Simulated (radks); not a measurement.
Q: All-electron atom: Ir4+ in [Kr] 4d10 4f14 5s2 5p5.75 5d5 6d0.25 (fractional occupations, a model configuration). Method: Dirac Kohn-Sham, PBEsol, spin-unpolarised, spherical densities, finite nucleus; open shells fill j = l - 1/2 first; Fermi nuclear charge, rms radius 5.4032 fm; computed with a radial shooting solver on a logarithmic mesh with Libxc functionals. Some entries of the table are withheld. Estimate them.

orbital  occ.  eigenvalue (eV)  <r^2> (bohr^2)  <1/r> (bohr^-1)
1s1/2       2        -76005.79       0.0004199            92.11
2s1/2       2        -13328.34        0.006364              (1)
2p1/2       2        -12774.48        0.004518            22.52
2p3/2       4        -11147.89        0.005711            18.58
3s1/2       2              (2)         0.04142            8.279
3p1/2       2        -2905.773         0.03785            8.196
3p3/2       4        -2549.654         0.04433            7.173
3d3/2       4        -2131.846         0.03414            7.071
3d5/2       6        -2054.853         0.03591            6.834
4s1/2       2        -711.5638          0.2025            3.495
4p1/2       2        -606.3051             (3)            3.386
4p3/2       4        -521.9765             (4)            3.030
4d3/2       4        -349.0077          0.2579            2.822
4d5/2       6        -333.3485          0.2701            2.739
5s1/2       2        -146.4121           1.059            1.402
4f5/2       6              (5)          0.3434              (6)
5p1/2       2              (7)           1.243            1.281
4f7/2       8              (8)          0.3534              (9)
5p3/2    3.75             (10)           1.465            1.158
5d3/2       4         -52.9954           2.400           0.8938
5d5/2       1         -51.3672           2.523           0.8686
6d3/2    0.25         -21.1828           14.65           0.3569
6d5/2       0         -20.8806           15.11           0.3516

A: 
(1) 2s1/2 <1/r> (bohr^-1): 22.55
(2) 3s1/2 eigenvalue (eV): -3154.920
(3) 4p1/2 <r^2> (bohr^2): 0.2074
(4) 4p3/2 <r^2> (bohr^2): 0.2412
(5) 4f5/2 eigenvalue (eV): -113.2192
(6) 4f5/2 <1/r> (bohr^-1): 2.337
(7) 5p1/2 eigenvalue (eV): -112.9294
(8) 4f7/2 eigenvalue (eV): -110.0903
(9) 4f7/2 <1/r> (bohr^-1): 2.304
(10) 5p3/2 eigenvalue (eV): -98.8267
